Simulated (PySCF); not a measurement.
CH₇FOSi₃, SMILES [SiH2]([C@@H]1[SiH2][SiH2]O1)F.

Geometry: PBE-D3(BJ)/def2-SVP. The structure was generated by enumeration; whether it is a known compound was not checked. The values are those of a single conformer.

The numbers are results of PBE-D3(BJ)/def2-SVP (PySCF), not measurements.

Frequencies are harmonic and unscaled.

Computed normal modes with their intensities:
```csv
mode,ν (cm⁻¹),IR (km/mol),moving atoms (share of kinetic energy)
1,43,0.0,"Si 43 %, H 21 %, O 15 %, F 15 %"
2,61,2.3,"F 51 %, Si 27 %, H 13 %"
3,116,3.9,"Si 38 %, O 22 %, F 20 %, H 18 %"
4,187,5.6,"Si 35 %, H 28 %, O 20 %, C 15 %"
5,251,1.6,"Si 39 %, F 33 %, O 16 %"
6,314,10.3,H 97 %
7,407,10.6,"Si 54 %, O 26 %, H 10 %, C 9 %"
8,430,4.6,"Si 56 %, H 17 %, C 14 %, O 12 %"
9,483,3.7,"H 45 %, Si 45 %, C 8 %"
10,507,7.0,"H 75 %, Si 19 %"
11,581,0.2,"H 88 %, Si 10 %"
12,638,11.0,H 87 %
13,651,66.9,"H 79 %, Si 14 %"
14,695,38.7,"H 81 %, Si 9 %"
15,727,30.9,"H 38 %, O 23 %, C 22 %, Si 16 %"
16,732,8.9,"H 48 %, C 25 %, O 18 %, Si 9 %"
17,783,38.4,"C 40 %, H 30 %, Si 20 %, F 9 %"
18,807,203.8,"H 56 %, Si 25 %, O 16 %"
19,831,17.0,"H 40 %, F 39 %, Si 14 %"
20,882,310.4,"H 70 %, Si 17 %"
21,900,126.9,H 89 %
22,929,38.4,"H 66 %, Si 16 %"
23,937,149.8,H 92 %
24,957,47.8,"H 38 %, O 31 %, C 29 %"
25,1023,24.8,"H 59 %, C 32 %"
26,1204,7.1,"H 86 %, C 10 %"
27,2144,151.4,H 98 %
28,2152,73.1,H 97 %
29,2154,53.6,H 96 %
30,2170,84.2,H 96 %
31,2178,103.7,H 98 %
32,2191,144.0,H 96 %
33,2971,11.5,H 92 %
```
